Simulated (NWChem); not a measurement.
Species: SiH3O2Cl; SMILES O[SiH](O)Cl

```xyz
7

Si    -0.0134     0.4369     0.3822
O     -1.2920     1.2518    -0.2430
O      1.3811     1.0443    -0.2566
Cl    -0.0716    -1.5805    -0.0957
H     -0.1147     0.5611     1.8478
H     -1.3076     1.3864    -1.1959
H      2.1139     0.4340    -0.3800
```
Atoms are numbered in this order, from 1.

Geometry: optimised at PBE0/def2-SVP.

**Question.** List the 4 lowest vertical singlet excitations from LRC-wPBEh/6-31+G* (spherical d), TDA (NWChem).

**Answer.** 
```json
[
 {"state": "S1", "energy (eV)": "8.12", "oscillator strength": "0.023", "leading excitation (squared amplitude)": "HOMO → LUMO (0.67)"},
 {"state": "S2", "energy (eV)": "8.21", "oscillator strength": "0.025", "leading excitation (squared amplitude)": "HOMO−2 → LUMO (0.64)"},
 {"state": "S3", "energy (eV)": "8.36", "oscillator strength": "0.094", "leading excitation (squared amplitude)": "HOMO−1 → LUMO (0.62)"},
 {"state": "S4", "energy (eV)": "8.60", "oscillator strength": "0.078", "leading excitation (squared amplitude)": "HOMO → LUMO+1 (0.32)"}
]
```
